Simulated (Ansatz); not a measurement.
Input file for Ansatz (an electronic-structure program): R-CCSD(T)/def2-SVPD on H4Sn (SMILES [SnH4]) with ghost functions, monomers drawn apart or pushed together. Elements past Kr take the def2 small-core potentials; no spin–orbit coupling. The run froze 9 orbitals, filled d shells among them.

Ansatz 0.2 input:
```yaml
crystal:
  periodic: [false, false, false]
  atoms:
    - {symbol: Sn, position_ang: [0.13356854, 0.15212734, -0.08765055]}
    - {symbol: H, position_ang: [-1.29136275, 0.93228077, 0.43939690]}
    - {symbol: H, position_ang: [0.07293431, -1.50056001, 0.33887985]}
    - {symbol: H, position_ang: [0.26165590, 0.29418080, -1.78656392]}
    - {symbol: H, position_ang: [1.49185619, 0.88353472, 0.64500917]}
basis:
  gaussian:
    orbitals: def2-SVPD
    ghost_atoms:
      - {symbol: C, position_ang: [-0.17218273, -0.19651912, 4.37209955]}
      - {symbol: H, position_ang: [0.80429932, 0.21584647, 4.12160249]}
      - {symbol: H, position_ang: [-0.25853135, -0.29243538, 5.45348682]}
      - {symbol: H, position_ang: [-0.95299160, 0.46771859, 4.00402367]}
      - {symbol: H, position_ang: [-0.28189558, -1.17753434, 3.91172077]}
magnetization: {spin_polarized: false}
correlation: {method: ccsd_t, electrons: outside_noble_gas}
scf: {lower_state_search: off}
```

It printed:

```
WARN ansatz: RAYON_NUM_THREADS=1 ignored (pool sized by the plan → 1); use --threads N
Functional definition: HF
these checks for a lower state are left out or cut short: stability, starts, cluster_reference, orbital_swaps, neighbouring_geometries, increment
integrals: 0.20 GiB planned
1181 factors; integrals over basis functions are off by at most 1.3e-3 eV
mean field: 0.23 GiB planned
mean field evaluation 1: about -5867.2551 eV, gradient 8.7e0 eV
mean field evaluation 2: about -5867.2588 eV, gradient 8.7e0 eV
mean field evaluation 4: about -5867.6826 eV, gradient 7.7e-1 eV
mean field evaluation 8: about -5867.6848 eV, gradient 9.8e-5 eV
mean field -5867.68475523 eV, -215.6334374951 hartree, gradient 7.5e-7 eV, S^2 0.000000; 0 other end points of the search recorded, 0 dependent functions left out
9 core orbitals not correlated
reference -5867.68475523 eV, -215.6334374951 hartree; 4, 4 occupied and 103, 103 virtual orbitals, 1181 factors
second order -2.93592392 eV of doubles, -0.00000000 eV of singles
coupled cluster: 0.55 GiB planned
cycle   1  -3.52865577 eV  change   -5.9e-1 eV  update   5.9e-2
cycle   2  -3.75810623 eV  change   -2.3e-1 eV  update   2.1e-2
cycle   3  -3.76310555 eV  change   -5.0e-3 eV  update   4.4e-3
cycle   4  -3.76260606 eV  change    5.0e-4 eV  update   1.4e-3
cycle   5  -3.76243125 eV  change    1.7e-4 eV  update   4.2e-4
cycle   6  -3.76236618 eV  change    6.5e-5 eV  update   9.5e-5
cycle   7  -3.76237076 eV  change   -4.6e-6 eV  update   3.0e-5
cycle   8  -3.76237909 eV  change   -8.3e-6 eV  update   8.7e-6
perturbative correction -0.06674286 eV, -0.0024527550 hartree
Total energy: -5871.51387718 eV, -215.7741551314 hartree
Checks for a lower state left out: stability, starts, cluster_reference, orbital_swaps, neighbouring_geometries, increment
```

The calculation finished and met its thresholds.

Cost: roughly 5 core-seconds.
